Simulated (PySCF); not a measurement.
Species: C₆H₉FO.
Numbering: `[CH3:1][O:2]/[CH:3]=[CH:4]/[CH2:5]/[CH:6]=[CH:7]\[F:8]` (hydrogens: H9, H10, H11 on C1; H12 on C3; H13 on C4; H14, H15 on C5; H16 on C6; H17 on C7)

The same species was optimised twice, with GFN2-xTB and with PBE0-D3(BJ)/def2-SVP (PySCF), and the same property calculations (PySCF, gas phase) were run on both structures.

```
     coordinate  GFN2-xTB  PBE0-D3(BJ)/def2-SVP  change
      C3=C4 (Å)     1.326                 1.340  +0.014
      O2–C3 (Å)     1.356                 1.343  -0.013
      C7–F8 (Å)     1.347                 1.335  -0.012
      C6=C7 (Å)     1.320                 1.330  +0.010
      C1–O2 (Å)     1.407                 1.400  -0.007
      C4–C5 (Å)     1.501                 1.501   0.000
      C5–C6 (Å)     1.500                 1.500   0.000
   C4–C5–C6 (°)     110.2                 112.5    +2.3
   O2–C3–C4 (°)     128.8                 128.2    -0.6
   C6–C7–F8 (°)     122.5                 122.6    +0.1
   C1–O2–C3 (°)     117.5                 117.4    -0.1
   C5–C6–C7 (°)     125.1                 125.2    +0.1
   C3–C4–C5 (°)     122.6                 122.7    +0.1
C1–O2–C3–C4 (°)         0                    -1      -1
C3–C4–C5–C6 (°)      -112                  -115      -3
C4–C5–C6–C7 (°)      -120                  -120       0
```

Rotational constants: A = 6093, B = 699.1, C = 675.8 MHz (GFN2-xTB) against A = 6120, B = 692.3, C = 669.2 MHz (PBE0-D3(BJ)/def2-SVP). Point groups within 0.08 Å: C1 and C1.

On the GFN2-xTB structure: lowest singlet, TDDFT (eV) 5.68 [B3LYP/def2-SVPD]; lowest triplet, Tamm–Dancoff (eV) 4.32 [B3LYP/def2-SVPD]; isotropic polarisability (au) 81.7 [B3LYP/def2-SVPD]; HOMO (eV) -6.38 [B3LYP/def2-SVPD]; LUMO (eV) -0.07 [B3LYP/def2-SVPD]; dipole (D) 1.27 [B3LYP/def2-SVPD]; HOMO (eV) -6.51 [PBE0/pcSseg-1]; LUMO (eV) 0.34 [PBE0/pcSseg-1]; dipole (D) 1.35 [PBE0/pcSseg-1]; GIAO shielding of C1 (ppm) 131.1 [PBE0/pcSseg-1]; GIAO shielding of O2 (ppm) 226.5 [PBE0/pcSseg-1]; GIAO shielding of C3 (ppm) 30.8 [PBE0/pcSseg-1]; GIAO shielding of C4 (ppm) 83.4 [PBE0/pcSseg-1]; GIAO shielding of C5 (ppm) 159.6 [PBE0/pcSseg-1]; GIAO shielding of C6 (ppm) 66.6 [PBE0/pcSseg-1]; GIAO shielding of C7 (ppm) 30.3 [PBE0/pcSseg-1]; GIAO shielding of F8 (ppm) 301.2 [PBE0/pcSseg-1].

**Question.** What do these properties become on the PBE0-D3(BJ)/def2-SVP structure?

**Answer.** 
```tsv
property	level	on GFN2-xTB	on PBE0-D3(BJ)/def2-SVP	change
lowest singlet, TDDFT (eV)	B3LYP/def2-SVPD	5.68	5.60	-0.08
lowest triplet, Tamm–Dancoff (eV)	B3LYP/def2-SVPD	4.32	4.24	-0.08
isotropic polarisability (au)	B3LYP/def2-SVPD	81.7	82.8	+1.1
HOMO (eV)	B3LYP/def2-SVPD	-6.38	-6.33	+0.05
LUMO (eV)	B3LYP/def2-SVPD	-0.07	-0.08	-0.01
dipole (D)	B3LYP/def2-SVPD	1.27	1.28	+0.01
energy, GFN2-xTB geometry as zero (kcal/mol)	B3LYP/def2-SVPD	0.0	-0.7	-0.7
HOMO (eV)	PBE0/pcSseg-1	-6.51	-6.46	+0.05
LUMO (eV)	PBE0/pcSseg-1	0.34	0.32	-0.02
dipole (D)	PBE0/pcSseg-1	1.35	1.36	+0.01
energy, GFN2-xTB geometry as zero (kcal/mol)	PBE0/pcSseg-1	0.0	-0.3	-0.3
GIAO shielding of C1 (ppm)	PBE0/pcSseg-1	131.1	130.2	-0.9
GIAO shielding of O2 (ppm)	PBE0/pcSseg-1	226.5	225.4	-1.1
GIAO shielding of C3 (ppm)	PBE0/pcSseg-1	30.8	29.1	-1.7
GIAO shielding of C4 (ppm)	PBE0/pcSseg-1	83.4	81.6	-1.8
GIAO shielding of C5 (ppm)	PBE0/pcSseg-1	159.6	158.9	-0.7
GIAO shielding of C6 (ppm)	PBE0/pcSseg-1	66.6	65.3	-1.3
GIAO shielding of C7 (ppm)	PBE0/pcSseg-1	30.3	28.9	-1.4
GIAO shielding of F8 (ppm)	PBE0/pcSseg-1	301.2	300.2	-1.0
```

The heavy atoms differ by 0.035 Å rms after alignment. Among bonds between heavy atoms O2–C3 and C3=C4 change most and about equally (-0.013 to +0.014 Å). Changes are differences of the printed values. Neither structure is proved a minimum here.

Shape of the structure used: `[CH3:1][O:2]/[CH:3]=[CH:4]/[CH2:5]/[CH:6]=[CH:7]\[F:8]`: C1–O2–C3–C4 -1°, C3–C4–C5–C6 -115°, C4–C5–C6–C7 -120°.
